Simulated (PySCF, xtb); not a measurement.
B(NMe2)3 (C6H18BN3), SMILES N(C)(C)B(N(C)C)N(C)C.

Geometry optimised at PBE0-D3(BJ)/def2-SVP. The isomer is the one that the SMILES or the coordinates give; other isomers of the formula were not compared. One conformer was computed; it need not be the lowest.

Calculation: PySCF 2.14.0 with C-PCM-B3LYP/def2-SVP.

The values are the electrostatic part of the solvation free energy, E(continuum) − E(gas) at the gas-phase geometry, in a cavity of scaled van der Waals radii (PySCF's table); cavitation and dispersion terms are not included. In vacuum the orbital gap is 6.68 eV. The dipole moment in vacuum is 0.00 D.

Computed values in water (ε = 78.36), toluene (ε = 2.37), acetonitrile (ε = 35.69):
| solvent | ε | ΔG(elec) (kcal/mol) | dipole (D) | gap (eV) |
|---|---|---|---|---|
| water | 78.36 | -0.8 | 0.00 | 6.71 |
| toluene | 2.37 | -0.5 | 0.00 | 6.70 |
| acetonitrile | 35.69 | -0.8 | 0.00 | 6.71 |

For comparison, GFN2-xTB/ALPB(water) (xtb, at the GFN2-xTB geometry, all terms of that model) gives -0.9 kcal/mol.
